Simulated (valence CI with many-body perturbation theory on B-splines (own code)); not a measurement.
**Dy⁴³⁺: magnetic and hyperfine properties of the levels**

Computed by configuration interaction combined with many-body perturbation theory (CI+MBPT): five valence electrons over a frozen Dirac-Fock core [Ar], radial functions for each j: 7 s, 7 p, 8 d, 6 f, 4 g, 1 h, with the one-electron correlation potential Σ1 (screened to all orders), the two-electron term Σ2, the three-electron term Σ3, Breit, model QED; selected single and double excitations, second order for the rest, scaled by the run's own slope (own B-spline code, finite nucleus).

The last digits are not significant, and no measured levels were compared; by estimate large intervals hold to a few tenths of a per cent, small ones and those within an open d or f shell to about a per cent. Among the levels kept, up to 250 cm⁻¹ of a level comes from second order outside the variational space, and about a tenth of that is noise between levels of different J, which matters for small intervals. Only levels of the ground parity were solved; by the run's estimate the other parity begins above the list, which can be wrong where configurations are misplaced.

A/g_I is the dipole constant over the nuclear g factor μ/I (μ in nuclear magnetons, uniformly magnetised nucleus), B/Q the quadrupole constant per barn. Both hold the static response of the core; the bare values leave it out. Large factors of s and p1/2 electrons are usually good to 5 to 10 %; those of open d and f shells near neutrality can be off by tens of per cent, and small factors of p3/2, d and f electrons come from cancelling terms and can be off by a factor of two or in sign, in half-filled shells by more. B is blank for J = 1/2, where it vanishes, and for nearly pure S terms. Energies count from the lowest level.

Levels are named by their leading jj configuration (3d3/2^4 stands for four electrons in 3d with j = 3/2), which in mixed levels can hold well under half, so a name can repeat and another be missing. Letters in brackets count levels of one name in rising energy.

```
                      Level  E (cm⁻¹)      g  A/g_I (MHz)  A/g_I bare  B/Q (MHz/b)  B/Q bare
      (3d3/2^4 3d5/2) J=5/2         0  1.361        21500       22300        38800     39300
(3d3/2^3 3d5/2^2) J=5/2 [a]    244900  1.329        14800       15600        18900     19100
(3d3/2^3 3d5/2^2) J=7/2 [a]    329710  1.154        28800       29200        46800     47400
(3d3/2^3 3d5/2^2) J=3/2 [a]    339910  1.192        35100       35600        39100     39600
   (3d3/2^3 3d5/2^2) J=11/2    340690  1.113        36300       36700         -266      -347
    (3d3/2^3 3d5/2^2) J=9/2    374700  1.138        32600       32900        47200     47800
(3d3/2^3 3d5/2^2) J=5/2 [b]    395640  1.141        33500       33900         1030      1060
    (3d3/2^3 3d5/2^2) J=1/2    412230  1.837       -18200      -16400                       
(3d3/2^3 3d5/2^2) J=7/2 [b]    431600  1.088        39200       39500       -48500    -49100
(3d3/2^3 3d5/2^2) J=3/2 [b]    530470  0.793        62500       62200       -45900    -46500
(3d3/2^2 3d5/2^3) J=5/2 [a]    570400  1.268        14100       14700         2970      3020
(3d3/2^2 3d5/2^3) J=7/2 [a]    625130  1.211        24600       25100        -4080     -4140
   (3d3/2^2 3d5/2^3) J=11/2    630840  1.082        36000       36200         1260      1280
(3d3/2^2 3d5/2^3) J=9/2 [a]    645110  1.142        31100       31400        -6620     -6720
   (3d3/2^2 3d5/2^3) J=13/2    667150  1.068        38500       38700        -65.8     -60.0
(3d3/2^2 3d5/2^3) J=1/2 [a]    670670  0.508        94300       93400                       
(3d3/2^2 3d5/2^3) J=3/2 [a]    680270  1.176        30300       30700         2390      2410
(3d3/2^2 3d5/2^3) J=5/2 [b]    691450  1.020        41900       42000        -6980     -7060
(3d3/2^2 3d5/2^3) J=9/2 [b]    728560  1.100        35300       35600         1810      1830
(3d3/2^2 3d5/2^3) J=7/2 [b]    745660  0.983        46900       47000        -1480     -1510
(3d3/2^2 3d5/2^3) J=5/2 [c]    758150  1.043        39900       40100         7620      7700
(3d3/2^2 3d5/2^3) J=3/2 [b]    769520  0.835        58300       58000         4500      4580
(3d3/2^2 3d5/2^3) J=7/2 [c]    803320  1.038        42400       42600         2990      3030
(3d3/2^2 3d5/2^3) J=1/2 [b]    804630  1.792       -20000      -18300                       
(3d3/2^2 3d5/2^3) J=9/2 [c]    862680  1.104        34800       35200        23900     24200
  (3d3/2 3d5/2^4) J=5/2 [a]    943950  1.255        19400       20000       -21500    -21700
(3d3/2^2 3d5/2^3) J=3/2 [c]    972870  1.179        28900       29400       -18800    -19100
(3d3/2^2 3d5/2^3) J=5/2 [d]    990110  1.130        27100       27500        18100     18400
  (3d3/2 3d5/2^4) J=7/2 [a]   1009100  1.184        27300       27800       -58500    -59300
     (3d3/2 3d5/2^4) J=11/2   1022100  1.065        37400       37700        -1080     -1010
  (3d3/2 3d5/2^4) J=3/2 [a]   1033900  0.955        40900       40900       -43000    -43600
      (3d3/2 3d5/2^4) J=9/2   1076400  1.110        33300       33600       -66200    -67100
  (3d3/2 3d5/2^4) J=5/2 [b]   1108100  1.110        33300       33700         7270      7370
  (3d3/2 3d5/2^4) J=7/2 [b]   1130100  0.997        42300       42400        62700     63600
      (3d3/2 3d5/2^4) J=1/2   1193700  1.166        -5290       -4830                       
  (3d3/2 3d5/2^4) J=3/2 [b]   1297300  0.874        60800       60600        61800     62600
            (3d5/2^5) J=5/2   1395200  1.146        26900       27300       -66300    -67100
```

Question: Take the isotope of mass number 161, with I = 5/2, μ = -0.479 μN and Q = 2.51 b. What is the hyperfine structure of (3d3/2^3 3d5/2^2) J=5/2 [b]?

Answer: From the table A = -6420 MHz, B = 2580 MHz. Shifts from the centre of gravity in MHz: F = 0: 58000, F = 1: 50900, F = 2: 37100, F = 3: 16900, F = 4: -8930, F = 5: -39500.
